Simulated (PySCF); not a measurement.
## Si¹²⁺ (silicon, charge +12): Hartree-Fock from Schrödinger to Dirac-Coulomb-Breit

Occupied: 1s1/2. Hartree-Fock calculated with PySCF 2.14 in an uncontracted even-tempered set (19 s from 0.62 bohr⁻², ratio 2.3; 12 p from 0.74 bohr⁻², ratio 2.3), Gaussian nucleus throughout. NR is non-relativistic, sf-X2C the spin-free one-electron X2C Hamiltonian, X2C adds the bare one-electron spin-orbit term, X2C-SNSO screens it by Boettger's factors, DC is four-component Dirac-Coulomb, and the Gaunt and Breit terms are added at first order (total energies over the DC spinors, levels after relaxing the spinors in that mean field). QED terms are absent. Levels marked empty are virtual spinors of this ion.

| Hamiltonian | E (hartree) |
| --- | --- |
| NR | -187.3609 |
| sf-X2C | -187.8250 |
| X2C | -187.8250 |
| X2C-SNSO | -187.8250 |
| DC | -187.8421 |
| DC+Gaunt | -187.8078 |
| DC+Breit | -187.8078 |

```json
{"level (eV)": "1s1/2", "NR": "-2433.1", "sf-X2C": "-2438.8", "X2C": "-2438.8", "X2C-SNSO": "-2438.8", "DC": "-2439.3", "DC+Gaunt": "-2438.4", "DC+Breit": "-2438.4"}
{"level (eV)": "2s1/2 (empty)", "NR": "-521.84", "sf-X2C": "-523.35", "X2C": "-523.35", "X2C-SNSO": "-523.35", "DC": "-523.39", "DC+Gaunt": "-523.30", "DC+Breit": "-523.31"}
{"level (eV)": "2p1/2 (empty)", "NR": "-498.13", "sf-X2C": "-498.70", "X2C": "-499.52", "X2C-SNSO": "-499.46", "DC": "-499.43", "DC+Gaunt": "-499.27", "DC+Breit": "-499.29"}
{"level (eV)": "2p3/2 (empty)", "NR": "-498.13", "sf-X2C": "-498.70", "X2C": "-498.29", "X2C-SNSO": "-498.32", "DC": "-498.35", "DC+Gaunt": "-498.26", "DC+Breit": "-498.29"}
{"level (eV)": "3s1/2 (empty)", "NR": "-226.61", "sf-X2C": "-227.12", "X2C": "-227.12", "X2C-SNSO": "-227.12", "DC": "-227.13", "DC+Gaunt": "-227.11", "DC+Breit": "-227.11"}
```

How large are the two-electron picture-change error of X2C and the Breit correction in the total energy?

X2C-1e lies 0.0170 hartree above Dirac-Coulomb; Gaunt adds 0.0342 and the full Breit term 0.0342 hartree.

```
interval (eV)    X2C  X2C-SNSO     DC  DC+Gaunt  DC+Breit
2p3/2 − 2p1/2  1.229     1.141  1.082     1.006     1.006
```

Weight of the small component: 1s1/2 0.00250, 2s1/2 0.000518, 2p1/2 0.000507, 2p3/2 0.000506, 3s1/2 0.000224.

Koopmans' value for the highest occupied level at DC+Breit: 2438.4 eV, against an ionisation energy of 2437.7 eV (theoretical estimate listed by NIST; NIST Atomic Spectra Database, ionization energies); the former lacks relaxation, correlation, QED and recoil.

The whole ladder took 44 s of wall time on 1 thread of Neoverse-V1 (shared host), launched as `OMP_NUM_THREADS=1 python relrun2.py TASK.json OUT` (a driver that calls PySCF for each Hamiltonian).
